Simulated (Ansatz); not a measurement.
Frontier orbitals of CH₃Cl₃Zr, SMILES `[CH3][Zr]([Cl])([Cl])[Cl]`.

Charge 0, multiplicity 1. Correlated methods include outer-core shells of Zr, which these sets cover unevenly. Zr takes the def2 core potential. The geometry is a stationary point of PBE0-D4/def2-TZVP. Basis def2-TZVPP, Ansatz.

| functional | HOMO (eV) | LUMO (eV) | gap (eV) |
| --- | --- | --- | --- |
| PBE | -7.19 | -3.06 | 4.13 |
| PBE0 | -8.56 | -2.23 | 6.33 |
| BHLYP | -9.80 | -1.19 | 8.61 |
| CAM-B3LYP | -9.96 | -1.11 | 8.85 |
| ωB97X-V | -11.02 | -0.05 | 10.97 |
| ωB97M-V | -10.85 | -0.10 | 10.75 |

From PBE to PBE0 the HOMO moves by −1.37 eV and the LUMO by +0.84 eV, and with ωB97M-V by −3.66 and +2.96 eV, so the gap grows from 4.12 to 10.75 eV with exact exchange.
